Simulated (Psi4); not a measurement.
C₂H₃O₂ (SMILES [CH2]C(=O)O), doublet, at a GFN2-xTB geometry. Base run: TPSS/STO-3G (Psi4).

Input for Psi4:
```
memory 2 GB

molecule {
0 2
C     0.04765939    0.08243276   -0.05118241
O     0.27214038    1.15850639   -0.57845970
O    -1.15674511   -0.20174152    0.49367599
H    -1.74941322    0.55735887    0.38773571
C     0.98018779   -0.98897084    0.06432854
H     0.69019151   -1.90286014    0.54732555
H     1.96897649   -0.86938916   -0.33566831
}

set {
  basis sto-3g
  reference uks
}

energy('tpss')
print_variables()
```

Each row names what was changed in the base input (with any setting that the change needs).

```tsv
change	ΔE vs base (mEh)	SCF cycles	grid points	basis functions
base	0.000	11	149507	23
cholesky_tolerance = 1e-6 (with scf_type cd)	1.432	11	149507	23
d_convergence = 1e-10	0.000	16	149507	23
dft_spherical_points = 590	0.004	11	291803	23
dft_spherical_points = 434	0.005	11	214789	23
dft_radial_points = 50	-0.002	11	101282	23
dft_spherical_points = 974	0.005	11	481519	23
scf_type = out_of_core	1.433	11	149507	23
dft_pruning_scheme = treutler	-0.001	11	82075	23
d_convergence = 1e-8	0.000	13	149507	23
level_shift = 0.3	0.000	11	149507	23
scf_type = cd	1.236	11	149507	23
basis_guess = true	0.000	9	149507	23
```

Open shells are given as the SCF converged; they aren't shown to be the lowest states, and a large step between rows can be another state.
